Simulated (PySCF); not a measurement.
How methods differ on the ionisation energy of Fe⁺

Fe⁺ [Ar] 3d6 4s1 (6D) → Fe²⁺ [Ar] 3d6 (5D), as a difference of total energies. Computed with PySCF 2.14 in def2-TZVP (6s4p4d1f, 45 functions), with the non-relativistic Hamiltonian (point nucleus). Correlated levels: valence: [Ar] frozen. The calculations carry no spin-orbit coupling.

| method | ionisation energy (eV) |
| --- | --- |
| UHF | 15.119 |
| PBE0 | 16.283 |
| TPSS | 16.332 |
| MP2 (valence) | 15.547 |
| SCS-MP2 (valence) | 15.363 |

Problem. How much does correlation contribute at MP2 (valence)?

Solution. 15.547 − (15.119) = 0.428 eV, measured against UHF.

These non-relativistic numbers lack the scalar-relativistic shift.

The reference lies between the lowest fine-structure levels, while these numbers refer to the centres of the terms.

Errors of the correlated levels include the incompleteness of this basis and the frozen core.

For comparison: 16.199 eV (measured; NIST Atomic Spectra Database, ionization energies).
